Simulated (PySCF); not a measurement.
# Ionisation energy of Er⁶⁵⁺ by level of theory

Er⁶⁵⁺ [He] 2s1 [2s1/2^1, M_J = 1/2] → Er⁶⁶⁺ 1s2, as a difference of total energies. Computed with PySCF 2.14 in an even-tempered Gaussian basis (17 s from 49 bohr⁻², ratio 2.4; 13 p from 64 bohr⁻², ratio 2.4; 5 d from 200 bohr⁻², ratio 2.6; 4 f from 300 bohr⁻², ratio 2.6), with the two-component X2C-1e Hamiltonian. Correlated levels: nothing frozen; the 30 highest virtual spinors dropped. "Screened" scales the spin-orbit matrix elements by Boettger's factors to mimic the two-electron term; Breit and QED terms are absent.

```json
{"method": "GHF (screened spin-orbit)", "ionisation energy (eV)": "16293.9"}
{"method": "GMP2 (screened spin-orbit)", "ionisation energy (eV)": "16294.2"}
```

For this ion Breit and QED terms and the two-electron picture change, all absent here, outweigh the correlation shift from GHF to GMP2.

For comparison: 16274.56 ± 0.12 eV (theoretical estimate listed by NIST; NIST Atomic Spectra Database, ionization energies).
